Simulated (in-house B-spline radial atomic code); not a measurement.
How numerical settings move a run on Ti, [Ar] 3d2 4s2. Computed with an all-electron radial atomic-structure program (B-spline basis): scalar-relativistic (X2C) M06-2X, spin-polarised, spherical fractional occupations, Fermi nucleus of rms radius 3.5921 fm.

Command:
```bash
python run_scf.py task.json out
```
Settings of the sound reference run:
```
Z                22
electrons        22
configuration    [Ar] 3d2 4s2
hamiltonian      x2c
method           m062x
spin_polarised   True
nucleus          fermi
rms_radius       3.5921
mass_number      48
atomic_mass      47.94794
speed_of_light   137.036
knot_spacing     0.22
spline_order     8
gauss_points     12
box_radius       50
max_iterations   70
damping          0.5
damped_steps     3
diis_vectors     10
tolerance        1e-08
start            Thomas-Fermi
```

Cost of the run: 0.84 s on 1 thread of Arm Neoverse N1, on a shared host.

It converges in 12 iterations to -853.567624 hartree, with 3d up at -4.06928 eV. The other runs change the listed settings, some to values that make no sense; their results aren't properties of the atom or ion. Radii are in bohr (the nuclear one in fm), a minus after a letter asks for a j subshell, and «unchanged» means within 1e-8 hartree. The run stops when the residual is below 10 × tolerance × max(1, Z/10), or a noise floor if that is larger, and the energy moves by less than 1e-8 × √|E| hartree; so very loose and very tight tolerances often act alike.

```tsv
changed settings	outcome
knot_spacing = 1.4	converged in 12 iterations, energy +1.49e+01 hartree from the reference, 3d up level -3.8e-01 eV
hamiltonian = dirac, method = hf, spin_polarised = False, speed_of_light = 16.49913	stopped with error: Z/c is past the critical charge
knot_spacing = 0.4	converged in 20 iterations, energy +4.73e-03 hartree from the reference, 3d up level -3.5e-03 eV (the program warns: states collapsed into the nucleus by a negative tau potential were left out of the aufbau)
knot_spacing = 0.55	converged in 45 iterations, energy +1.95e-02 hartree from the reference, 3d up level -6.3e-03 eV (the program warns: states collapsed into the nucleus by a negative tau potential were left out of the aufbau)
knot_spacing = 0.75, max_iterations = 100, start = bare nucleus	converged in 40 iterations, energy +3.97e-01 hartree from the reference, 3d up level -3.2e-02 eV
knot_spacing = 1.4, max_iterations = 75, damped_steps = 8, diis_vectors = 20	converged in 18 iterations, energy +1.49e+01 hartree from the reference, 3d up level -3.8e-01 eV
knot_spacing = 0.3, gauss_points = 5, first_knot = 0.0136, max_iterations = 75, diis_vectors = 0	converged in 35 iterations, energy +1.30e-01 hartree from the reference, 3d up level -1.9e-02 eV
diis_vectors = 2	converged in 14 iterations, energy unchanged, 3d up level -1.6e-06 eV (the program warns: states collapsed into the nucleus by a negative tau potential were left out of the aufbau)
diis_vectors = 0	converged in 29 iterations, energy unchanged, 3d up level -4.7e-07 eV (the program warns: states collapsed into the nucleus by a negative tau potential were left out of the aufbau)
knot_spacing = 0.1, first_knot = 0.136, max_iterations = 60, damping = 0, damped_steps = 8	converged in 18 iterations, energy +5.53e-01 hartree from the reference, 3d up level -9.7e-03 eV
```

What happens with knot_spacing = 0.75, box_radius = 25, max_iterations = 75, damping = 0.95, damped_steps = 8?

Converged in 17 iterations, energy +3.50e-01 hartree from the reference, 3d up level -1.8e-02 eV.

What happens with diis_vectors = 20?

Converged in 12 iterations, energy unchanged (the program warns: states collapsed into the nucleus by a negative tau potential were left out of the aufbau).

What happens with diis_vectors = 1?

Converged in 48 iterations, energy unchanged, 3d up level -1.6e-05 eV (the program warns: states collapsed into the nucleus by a negative tau potential were left out of the aufbau).

What happens with diis_vectors = 4?

Converged in 31 iterations, energy unchanged, 3d up level +6.6e-07 eV (the program warns: states collapsed into the nucleus by a negative tau potential were left out of the aufbau).
